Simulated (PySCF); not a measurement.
input.py for AlI

Input:

```python
from pyscf import gto, scf, mp

mol = gto.M(
    atom='Al 0 0 0; I 0 0 2.255',
    basis='x2c-svpall',
    charge=0,
    spin=0,
    symmetry=True,
    verbose=4,
)
mf = scf.RHF(mol)
mf = mf.sfx2c1e()
mf.kernel()
mp.MP2(mf, frozen=23).kernel()
mf.dip_moment()
print('orbital energies (hartree):', mf.mo_energy[..., max(0, mol.nelec[1]-3):mol.nelec[0]+3].round(4))
```

```bash
$ OMP_NUM_THREADS=1 python input.py
```

It prints (some set-up lines and the per-cycle HOMO/LUMO lines with their warnings removed):

```
PySCF version 2.14.0

[INPUT] verbose = 4
[INPUT] num. atoms = 2
[INPUT] num. electrons = 66
[INPUT] charge = 0
[INPUT] spin (= nelec alpha-beta = 2S) = 0
[INPUT] symmetry True subgroup None
[INPUT] Mole.unit = angstrom
[INPUT] Symbol           X                Y                Z      unit          X                Y                Z       unit  Magmom
[INPUT]  1 Al     0.000000000000   0.000000000000   0.000000000000 AA    0.000000000000   0.000000000000   0.000000000000 Bohr   0.0
[INPUT]  2 I      0.000000000000   0.000000000000   2.255000000000 AA    0.000000000000   0.000000000000   4.261332410894 Bohr   0.0

nuclear repulsion = 161.686518103716
point group symmetry = Coov
symmetry origin: [0.         0.         3.42197906]
symmetry axis x: [1. 0. 0.]
symmetry axis y: [0. 1. 0.]
symmetry axis z: [0. 0. 1.]
num. orbitals of irrep A1 = 22
num. orbitals of irrep E1x = 12
num. orbitals of irrep E1y = 12
num. orbitals of irrep E2x = 4
num. orbitals of irrep E2y = 4
number of shells = 6
number of NR pGTOs = 141
number of NR cGTOs = 54
basis = x2c-svpall
ecp = {}

******** <class 'pyscf.x2c.sfx2c1e.sfX2C1eSymAdaptedRHF'> ********
method = sfX2C1eSymAdaptedRHF
initial guess = minao
damping factor = 0
level_shift factor = 0
DIIS = <class 'pyscf.scf.diis.CDIIS'>
diis_start_cycle = 1
diis_space = 8
diis_damp = 0
SCF conv_tol = 1e-09
SCF conv_tol_grad = None
SCF max_cycles = 50
direct_scf = True
direct_scf_tol = 1e-13

******** <class 'pyscf.x2c.sfx2c1e.SpinFreeX2CHelper'> ********
approx = 1e
xuncontract = 1
Freeze 0 electrons in irreps []
    66 free electrons in irreps A1 E1x E1y E2x E2y
Set gradient conv threshold to 3.16228e-05
Initial guess from minao.
init E= -7354.49258350865
cycle= 1 E= -7354.35952656885  delta_E= 0.133  |g|= 0.185  |ddm|= 1.44
cycle= 2 E= -7354.37499449607  delta_E= -0.0155  |g|= 0.0806  |ddm|= 0.531
cycle= 3 E= -7354.37735141913  delta_E= -0.00236  |g|= 0.0139  |ddm|= 0.174
cycle= 4 E= -7354.377544153  delta_E= -0.000193  |g|= 0.00266  |ddm|= 0.0777
cycle= 5 E= -7354.37755159709  delta_E= -7.44e-06  |g|= 0.000627  |ddm|= 0.0155
cycle= 6 E= -7354.37755211209  delta_E= -5.15e-07  |g|= 0.000154  |ddm|= 0.00353
cycle= 7 E= -7354.37755214098  delta_E= -2.89e-08  |g|= 1.83e-05  |ddm|= 0.000767
cycle= 8 E= -7354.37755214121  delta_E= -2.29e-10  |g|= 4.9e-06  |ddm|= 6.42e-05
Extra cycle  E= -7354.37755214123  delta_E= -1.64e-11  |g|= 1.61e-06  |ddm|= 2.22e-05
converged SCF energy = -7354.37755214123

******** <class 'pyscf.mp.mp2.RMP2'> ********
nocc = 10, nmo = 31
frozen orbitals 23
E(RMP2) = -7354.5332499773  E_corr = -0.155697836068801
E(SCS-RMP2) = -7354.52744410578  E_corr = -0.149891964549912
E_corr(same-spin) = -0.0426293523838267
E_corr(oppo-spin) = -0.113068483684975
Dipole moment(X, Y, Z, Debye):  0.00000,  0.00000,  0.34986
orbital energies (hartree): [-0.3992 -0.3992 -0.2986  0.046   0.046   0.1449]
```

In short: E(SCF) = -7354.377552 Eh, 8 cycles, E(MP2) − E(SCF) = -0.15570 Eh, μz(SCF) = 0.35 D.

It ran on Arm Neoverse V1 (1 thread, shared host) in 1.8 s, peak memory 0.14 GiB.

Stability towards an unrestricted solution was not tested. The bond length is a typed value, not an optimised one.
